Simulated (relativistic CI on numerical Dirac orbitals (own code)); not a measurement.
## Mn³⁺: resonant inelastic scattering at the L2,3 edge

Computed with this model: Dirac-Coulomb-Breit CI, KLI orbitals optimised for each configuration, model QED, valence Slater integrals scaled by 0.7, Kramers-Heisenberg scattering through one core-hole configuration in a parametric crystal field; configurations [Ar] 3d4 → [He] 2s2 2p5 3s2 3p6 3d5; 10 K; core-hole width 0.6 eV; summed over polarisations. Incident energies are the highest absorption maxima for each field (at most a few, so the weaker spin-orbit partner edge can be absent), on the computed scale of the free ion. Intensities are in per cent of the strongest line above 0.02 eV; levels within 1 cm⁻¹ are merged; final levels count from the ground level, the first row holds all elastic scattering, lines under 0.4 are left out and each table stops after 24 rows. The scale of the Slater integrals is a model choice and moves the terms in proportion.

Field parameters in Wybourne normalisation: D3d B²₀ = −7Dσ, B⁴₀ = −14Dq − 21Dτ, B⁴₃ = −14√(10/7) Dq. The field is a parameter set, without covalency.

S is read from ⟨S²⟩ = S(S + 1).

D3d, 10Dq = 11400, Dσ = -1200, Dτ = 350 cm⁻¹:

```
Final level (eV)  Degeneracy  Irrep     S  643.1 eV  645.1 eV  655.9 eV
           0.000           2      E  2.00     676.2    1252.5     249.8
           0.002           1     A1  2.00       3.5     101.6      20.3
           0.006           1     A2  2.00       2.9      96.0      20.8
           0.010           2      E  2.00       6.0     112.4      15.0
           0.015           2      E  2.00      16.0     111.8      26.3
           0.020           2  A1+A2  2.00      68.9     100.0      20.7
           0.744           1     A1  1.01       4.3      13.9      28.1
           0.754           1     A2  1.01       3.4      16.8      23.8
           0.771           2      E  1.01       2.3      22.7      10.0
           0.802           2      E  1.00       5.4      37.4      27.1
           0.805           1     A1  1.00       2.5       9.6       2.1
           0.808           2      E  1.00       6.3      67.7      12.7
           1.544           1     A1  2.00       0.4       2.5       2.2
           1.544           2      E  2.00       3.3      13.2       7.1
           1.545           2      E  2.00       5.2      54.0      24.9
           1.729           2  A1+A2  1.99       8.6      66.8       7.8
           1.745           2      E  1.99       1.7      32.1       4.3
           1.760           2      E  1.99       1.2      19.0       4.3
           1.774           1     A2  1.99       0.6       7.2       4.2
           1.775           1     A1  1.99       0.3      13.5      10.1
           1.785           2      E  1.87       2.3      11.7      13.5
           1.809           2      E  0.46       0.9       8.9       2.4
           1.906           1     A1  0.09       0.4       2.4       5.8
           2.038           2      E  0.19       1.4       3.3      10.9
```

D3d, 10Dq = 11400, Dσ = -860, Dτ = 350 cm⁻¹:

| Final level (eV) | Degeneracy | Irrep | S | 643.1 eV | 644.9 eV | 656 eV |
| --- | --- | --- | --- | --- | --- | --- |
| 0.000 | 2 | E | 2.00 | 1163.4 | 2218.3 | 490.4 |
| 0.002 | 1 | A1 | 1.99 | 4.4 | 228.5 | 32.5 |
| 0.006 | 1 | A2 | 2.00 | 3.7 | 104.1 | 39.9 |
| 0.009 | 2 | E | 2.00 | 10.5 | 211.4 | 32.7 |
| 0.013 | 2 | E | 2.00 | 28.1 | 201.6 | 48.0 |
| 0.018 | 2 | A1+A2 | 2.00 | 116.8 | 173.6 | 48.4 |
| 0.731 | 1 | A1 | 1.01 | 4.8 | 31.8 | 15.7 |
| 0.740 | 2 | E | 1.01 | 11.3 | 96.7 | 25.8 |
| 0.799 | 1 | A2 | 1.01 | 4.2 | 33.1 | 38.1 |
| 0.804 | 1 | A1 | 1.00 | 5.1 | 21.4 | 35.2 |
| 0.824 | 2 | E | 1.00 | 1.3 | 22.8 | 13.3 |
| 0.844 | 2 | E | 1.00 | 7.6 | 50.3 | 46.5 |
| 1.606 | 1 | A1 | 2.00 | 0.8 | 6.6 | 4.8 |
| 1.606 | 2 | E | 2.00 | 5.5 | 25.3 | 17.8 |
| 1.608 | 2 | E | 2.00 | 8.5 | 69.2 | 46.6 |
| 1.650 | 2 | A1+A2 | 1.99 | 14.3 | 100.0 | 15.4 |
| 1.667 | 2 | E | 1.99 | 4.2 | 34.0 | 12.8 |
| 1.682 | 2 | E | 1.99 | 2.7 | 23.4 | 10.2 |
| 1.693 | 1 | A2 | 1.99 | 1.3 | 8.5 | 7.4 |
| 1.697 | 1 | A1 | 1.99 | 0.6 | 17.5 | 24.9 |
| 1.706 | 2 | E | 1.98 | 4.1 | 12.3 | 29.1 |
| 1.768 | 2 | E | 0.12 | 1.2 | 8.5 | 9.3 |
| 1.930 | 1 | A1 | 0.11 | 0.8 | 6.4 | 10.5 |
| 2.059 | 2 | E | 0.32 | 2.4 | 5.9 | 13.6 |

For the first field the strongest loss at the lowest incident energy is the level at 0.02 eV (S = 2.00, against 2.00 in the thermal ground state). Levels of other spin, the first over 8 % at 0.74 eV, appear because spin-orbit coupling of the core hole, and in heavier ions of the valence shell too, mixes spins.
